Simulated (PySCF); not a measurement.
SiH2Cl2, SMILES Cl[SiH2]Cl. Geometry optimised at B3LYP-D3(BJ)/def2-TZVP. The isomer is the one that the SMILES or the coordinates give; other isomers of the formula were not compared.

Method: B3LYP-D3(BJ)/def2-TZVP (PySCF).

Harmonic wavenumbers (cm⁻¹): 185, 515, 574, 597, 712, 880, 962, 2276, 2291. Rotational constants (GHz): 13.96, 2.481, 2.161; symmetry number 2.

Work out the zero-point energy and the ideal-gas rigid-rotor harmonic-oscillator thermochemistry at 298.15 K and 1 atm.

ZPE = ½ Σ hcν = ½ × 8990 cm⁻¹ = 12.85 kcal/mol. H − E(el) = 16.07 kcal/mol. Entropy in cal/(mol K): translation 39.75, rotation 24.49, vibration 4.41, total 68.64. G − E(el) = -4.40 kcal/mol. Cp = 14.92 cal/(mol K).
